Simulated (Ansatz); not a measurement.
Reactions of CH₅GeNO (`N=[C](O)[GeH3]`).

Calculated with Ansatz (gas phase, PBE0-D4/def2-TZVP geometries, no zero-point term in ΔE). CCSD(T)/CBS adds triple-zeta CCSD(T) − MP2 to the extrapolated MP2 energy (def2 sets, frozen cores). This one scheme is used for every species. DFT in def2-TZVPP. For Ge outer-core shells are correlated without core-valence functions, which leaves a few kJ/mol of doubt a bond. Scalar relativity is left out up to krypton. Each species was taken in one conformer, which may not be the lowest.

```csv
reaction,CCSD(T)/CBS(def2) (eV)
`N=[C](O)[GeH3]` + `C#C` → `C#[C][GeH3]` + `N=CO`,-0.38
`N=[C](O)[GeH3]` + `OCBCl` → `ClBC[O][GeH3]` + `N=CO`,-0.33
`N=[C](O)[GeH3]` + `O[SiH](O)O` → `O[SiH](O)[O][GeH3]` + `N=CO`,?
`N=[C](O)[GeH3]` + `CO[SiH](O)F` → `CO[SiH](F)[O][GeH3]` + `N=CO`,-0.61
`N=[C](O)[GeH3]` + H₂O → `N=C(O)O` + GeH₄,0.17
`N=[C](O)[GeH3]` + `NB(O)Cl` → `NB(Cl)[O][GeH3]` + `N=CO`,-0.38
`N=[C](O)[GeH3]` + `N[SiH](F)F` → `F[SiH](F)[NH][GeH3]` + `N=CO`,?
```

(1) Fill in the missing values. (Best estimate.)

Largest T1 diagnostic: 0.014, for `N=CO`.

Answers

(1) The calculation gave: `N=[C](O)[GeH3]` + `O[SiH](O)O` → `O[SiH](O)[O][GeH3]` + `N=CO`: -0.57 eV; `N=[C](O)[GeH3]` + `N[SiH](F)F` → `F[SiH](F)[NH][GeH3]` + `N=CO`: -0.31 eV.
